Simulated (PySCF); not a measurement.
# Does the structure fit the spectrum?

A compound C₁₄H₁₂ gives the data below (simulated from a calculation) and was assigned the structure `c1ccc2c(c1)Cc1ccccc1C2`.

¹³C{¹H} NMR (computed): δ 154.5 (C, 2C), 145.6 (C, 2C), 132.5 (CH, 2C), 132.4 (CH, 2C), 129.2 (CH, 2C), 125.0 (CH, 2C), 45.0 (CH), 19.8 (CH3).

¹H NMR (400 MHz, computed): δ 7.98 (m, 2H), 7.60 (m, 2H), 7.51 (m, 2H), 7.43 (m, 2H), 3.80 (qt, J = 8.5, 1.1 Hz, 1H), 1.39 (d, J = 8.5 Hz, 3H).

PySCF 2.14 calculation with shieldings: GIAO PBE0/pcSseg-1, B3LYP/pcJ-1 coupling constants (without the spin–dipole term) and coordinates at the PBE0-D3(BJ)/def2-SVP level; relativity neglected, a single conformation, averaged over atoms made equivalent by symmetry, fast rotation or ring inversion, no solvent.

Shifts are taken against calculated references (same method and geometry level): ¹H and ¹³C vs TMS.

Problem. Compare with the shifts computed for the proposed structure, pairing carbons in order of shift.

Solution. Mapped SMILES: `[cH:1]1[cH:2][cH:3][c:4]2[c:5]([cH:6]1)[CH2:7][c:8]1[cH:9][cH:10][cH:11][cH:12][c:13]1[CH2:14]2`; H(Xn) means a hydrogen on atom n.

```json
{"atom": "C4", "computed for proposal": "142.7", "given list": "154.5", "difference": "-11.8"}
{"atom": "C5", "computed for proposal": "142.7", "given list": "154.5", "difference": "-11.8"}
{"atom": "C8", "computed for proposal": "142.7", "given list": "145.6", "difference": "-2.9"}
{"atom": "C13", "computed for proposal": "142.7", "given list": "145.6", "difference": "-2.9"}
{"atom": "C3", "computed for proposal": "132.3", "given list": "132.5", "difference": "-0.2"}
{"atom": "C6", "computed for proposal": "132.3", "given list": "132.5", "difference": "-0.2"}
{"atom": "C9", "computed for proposal": "132.3", "given list": "132.4", "difference": "-0.1"}
{"atom": "C12", "computed for proposal": "132.3", "given list": "132.4", "difference": "-0.1"}
{"atom": "C1", "computed for proposal": "131.7", "given list": "129.2", "difference": "+2.5"}
{"atom": "C2", "computed for proposal": "131.7", "given list": "129.2", "difference": "+2.5"}
{"atom": "C10", "computed for proposal": "131.7", "given list": "125.0", "difference": "+6.7"}
{"atom": "C11", "computed for proposal": "131.7", "given list": "125.0", "difference": "+6.7"}
{"atom": "C7", "computed for proposal": "40.3", "given list": "45.0", "difference": "-4.7"}
{"atom": "C14", "computed for proposal": "40.3", "given list": "19.8", "difference": "+20.5"}
```

The rms difference is 7.7 ppm and the largest +20.5 ppm at C14 (sp3 CH2 on an aromatic ring). The proposal also would give 4 carbon signals, not 8. The carbon types in order of shift don't match either: C, C, C, C, CH, CH, CH, CH, CH, CH, CH, CH, CH2, CH2 for the proposal against C, C, C, C, CH, CH, CH, CH, CH, CH, CH, CH, CH, CH3 in the data. The proposal doesn't fit.

Problem. Which isomer fits?

Solution. 9-methyl-9H-fluorene.

Carbon types of the structure: 4 × C, 9 × CH, 1 × CH3, which accounts for all hydrogens. δC 154.5, 145.6: substituted aromatic carbon. δC 132.5, 132.4, 129.2, 125.0: aromatic CH. δC 19.8: methyl carbon; aliphatic region, no heteroatom directly attached. δH 7.98, 7.60, 7.51, 7.43: hydrogen on an aromatic CH; it sits in the deshielding region of the aromatic ring current. The protons at 1.39 and 3.80 share a coupling of 8.5 Hz (vicinal).

This is the structure that produced the data.

Splittings below 1 Hz are ignored in the labels, and close J values are merged. Unscaled 3J(H,H) at this level run about 10 % above measured values. Shifts are as computed. Against solution values, carbons near 30 ppm lie about +2 ppm off and those near 130 ppm about +5 ppm (rms about the fit 1.9 ppm; single classes can miss by 10 ppm). Of 1328 compounds with measured shifts, 309 miss one by over three times the rms of a fit or turn the order of signals round; such compounds aren't used in these exercises. Signals without a measured value on file couldn't be tested in this way; 1H shifts scatter by 0.2 ppm about their fit, and single ones miss by 0.5 ppm.
